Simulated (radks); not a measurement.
Problem. These are the eigenvalues of the occupied orbitals of an atom or ion with whole-number occupations (hartree). All-electron calculation, scalar-relativistic Kohn-Sham, LDA (Slater exchange, VWN5 correlation), spin-polarised, spherical densities, finite nucleus; Fermi nuclear charge, rms radius of each element as measured or else 0.836 A^(1/3) + 0.57 fm. Program: a radial shooting solver on a logarithmic mesh with Libxc functionals.

| orbital | eigenvalue |
|---|---|
| 1s | -349.3796 |
| 2s | -42.48825 |
| 2p | -36.87627 |
| 3s | -4.72708 |
| 3p | -3.06005 |
| 3d | -0.38326 |
| 4s | -0.22856 |

Which element is it, and in what charge state? The configuration may be excited. Open shells, if any, are filled with parallel spins first.

Solution. Z = 30, zinc, charge 0: Zn in [Ar] 3d10 4s2. The list shows which subshells hold electrons but not how many an open one holds; the 1s level, -349.38 hartree, gives Z - s = 26.4 by -(Z - s)^2/2, which with screening and relativity narrows Z to a few neighbours, and the depths of the outer levels then fix element, charge and occupations together.
